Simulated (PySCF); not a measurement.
Name the molecule from its bond curve

A diatomic of charge 0 contains Be. Its doublet curve at LDA in a single-zeta basis (no relativity, PySCF), in eV from the separated fragments:

| R (Å) | E (eV) |
| --- | --- |
| 1.136 | -6.673 |
| 1.189 | -7.331 |
| 1.242 | -7.702 |
| 1.281 | -7.840 |
| 1.321 | -7.884 |
| 1.361 | -7.854 |
| 1.413 | -7.724 |
| 1.480 | -7.457 |
| 1.559 | -7.033 |
| 1.665 | -6.369 |

The fit gives ωe = 1439 cm⁻¹ and the rotational constant Bₑ = 1.575 cm⁻¹.

**Question.** Which atom is the partner?

**Answer.** The minimum lies at 1.323 Å, so the reduced mass is 16.8576 u Å² cm⁻¹/(Bₑ·Re²) = 6.115 u. With Be at 9.01 u the partner weighs about 19.0 u: F. The molecule is BeF.

STO-3G is very small, so such numbers show the basis as much as the molecule. The state was picked by a PBE0 search and need not be the measured ground state.
